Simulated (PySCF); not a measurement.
## Correlation energy of As⁺ (arsenic, charge +1)

[Ar] 3d10 4s2 4p2, high-spin 3P determinant. All numbers are calculated (PySCF 2.14, a scalar-relativistic core potential, in cc-pVTZ-PP with ECP10MDF). Frozen: 3s2 3p6 3d10; 4 electrons correlated.

MP2 pair energies summed by pair of shells (mhartree):

```json
{"pair": "4s-4p", "energy": "-33.36", "share (%)": "61.7"}
{"pair": "4s-4s", "energy": "-15.42", "share (%)": "28.5"}
{"pair": "4p-4p", "energy": "-5.26", "share (%)": "9.7"}
```

Total MP2 correlation energy: -54.04 mhartree.

Same-spin part -8.99 and opposite-spin part -45.05 mhartree; SCS-MP2 scales them by 1/3 and 6/5 to -57.06 mhartree.

```json
{"level": "CCSD", "correlation energy (mhartree)": "-69.43"}
{"level": "(T)", "correlation energy (mhartree)": "-1.63"}
{"level": "CCSD(T)", "correlation energy (mhartree)": "-71.06"}
```

Diagnostics: T1 = 0.0075, D1 = 0.0196, largest double amplitude 0.091.

**Question.** Is a single reference adequate?

**Answer.** Mostly. T1 lies below 0.03, but a double amplitude of this size points to a near-degeneracy that CCSD handles and MP2 describes poorly.
